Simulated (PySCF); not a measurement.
C3, SMILES [C]=C=[C] (connectivity only; charge and spin as stated), neutral, multiplicity 1. The structure is a stationary point at PBE0-D3(BJ)/def2-TZVP. The isomer is the one that the SMILES or the coordinates give; other isomers of the formula were not compared.

Level of theory: PBE0-D3(BJ)/def2-TZVP in PySCF.

Harmonic wavenumbers (cm⁻¹): 83, 83, 1249, 2157. Rotational constants (GHz): 12.68 (linear); symmetry number 2.

**Question.** Work out the zero-point energy and the ideal-gas rigid-rotor harmonic-oscillator thermochemistry at 298.15 K and 1 atm.

**Answer.** ZPE = ½ Σ hcν = ½ × 3573 cm⁻¹ = 21.37 kJ/mol. H − E(el) = 34.11 kJ/mol. Entropy in J/(mol K): translation 153.45, rotation 54.06, vibration 32.04, total 239.54. G − E(el) = -37.31 kJ/mol. Cp = 46.27 J/(mol K). Modes under 150 cm⁻¹ make the vibrational entropy uncertain.
